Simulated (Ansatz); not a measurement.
H₇NSi₂, charge +1, doublet, at a GFN2-xTB geometry (a state made from the parent by changing its charge; the spin is typed, not shown lowest). Base run: BLYP/6-31G (Ansatz, an electronic-structure program).

Here is a job for Ansatz.
Ansatz 0.2 input:
```yaml
crystal:
  periodic: [false, false, false]
  atoms:
    - {symbol: Si, position_ang: [1.57720490, -0.21844012, 0.33719565]}
    - {symbol: N, position_ang: [-0.03462093, -0.41558879, -0.33441382]}
    - {symbol: Si, position_ang: [-1.55864659, 0.44121370, -0.15793536]}
    - {symbol: H, position_ang: [2.43384184, -0.15398708, -0.86251371]}
    - {symbol: H, position_ang: [1.53144398, 0.95247478, 1.19537894]}
    - {symbol: H, position_ang: [1.82435616, -1.52111277, 0.98754272]}
    - {symbol: H, position_ang: [-0.10026846, -1.20362026, -0.96852287]}
    - {symbol: H, position_ang: [-2.49882484, -0.62606735, 0.23482359]}
    - {symbol: H, position_ang: [-1.88220977, 0.82663940, -1.54636792]}
    - {symbol: H, position_ang: [-1.32580884, 1.51596464, 0.79091202]}
basis:
  gaussian:
    orbitals: 6-31G
hamiltonian:
  xc: blyp
total_charge: 1
magnetization: {spin_polarized: true, initial_magnetization: 1}
```

Variants of this job, named by their change:

| change | basis functions | E (Eh) |
|---|---|---|
| base | 49 | -637.47855 |
| basis = STO-3G | 30 | -630.19041 |
| basis = def2-SV(P) | [?] | [?] |
| basis = pc-1 | 85 | -637.60201 |
| basis = def2-SVP | 85 | -637.37307 |
| basis = cc-pV(D+d)Z | [?] | [?] |
| basis = 6-311G** | 114 | -637.64225 |
| basis = aug-cc-pVDZ | 140 | -637.59663 |
| basis = aug-pcseg-1 | 140 | -637.58089 |
| basis = def2-TZVPD | [?] | [?] |
| basis = cc-pVTZ | 196 | -637.65412 |
| basis = pc-2 | 196 | [?] |
| basis = cc-pV(T+d)Z | 206 | -637.66181 |

Question: Complete the blanks.

Answer: 
- basis = def2-SV(P), basis functions: 64
- basis = def2-SV(P), E (Eh): -637.35709
- basis = cc-pV(D+d)Z, basis functions: 95
- basis = cc-pV(D+d)Z, E (Eh): -637.60402
- basis = def2-TZVPD, basis functions: 186
- basis = def2-TZVPD, E (Eh): -637.65542
- basis = pc-2, E (Eh): -637.67743

Totals compare only among sets that treat the same electrons; sets with core potentials leave the core out.
